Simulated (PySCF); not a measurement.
**How methods differ on the ionisation energy of Os**

Os [Xe] 4f14 5d6 6s2 (5D) → Os⁺ [Xe] 4f14 5d6 6s1 (6D), as a difference of total energies. Computed with PySCF 2.14 in cc-pVTZ-PP with ECP60MDF, with a scalar-relativistic core potential. Correlated levels: valence: 5s2 5p6 frozen. The calculations carry no spin-orbit coupling.

```
           method  ionisation energy (eV)
              UHF                   6.526
            B3LYP                   8.515
              LDA                   8.773
    MP2 (valence)                   8.021
SCS-MP2 (valence)                   8.244
```

Errors of the correlated levels include the incompleteness of this basis and the frozen core.

MP2 underrates the near-degeneracy of ns² with np² in the lower species.

Problem. Which method comes closest to the reference value, and which is furthest?

Solution. The reference is 8.473 eV (measured; NIST levels, between the centres of gravity of the two terms). Closest: B3LYP (error 0.042 eV); furthest: UHF (error -1.947 eV).
